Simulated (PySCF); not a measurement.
A structure optimised at PBE0-D3(BJ)/def2-SVP, used in a PySCF frequency run:

```xyz
10

C     -2.1314    -0.8470     0.3185
O     -1.2641     0.2300     0.0586
Si     0.3489     0.1700    -0.0515
O      0.9505    -0.7506     1.1536
F      0.8964     1.6726     0.0010
F      0.8454    -0.4185    -1.4637
H     -1.7392    -1.5015     1.1143
H     -2.2952    -1.4514    -0.5893
H     -3.1000    -0.4414     0.6433
H      1.8703    -1.0260     1.1098
```
Charge 0, spin multiplicity 1.

**Question.** Write its SMILES and formula.

**Answer.** CO[Si](O)(F)F, CH₄F₂O₂Si

**Question.** What are its rotational constants (standard atomic weights)?

**Answer.** 3.8848, 2.2099, 2.1742 GHz
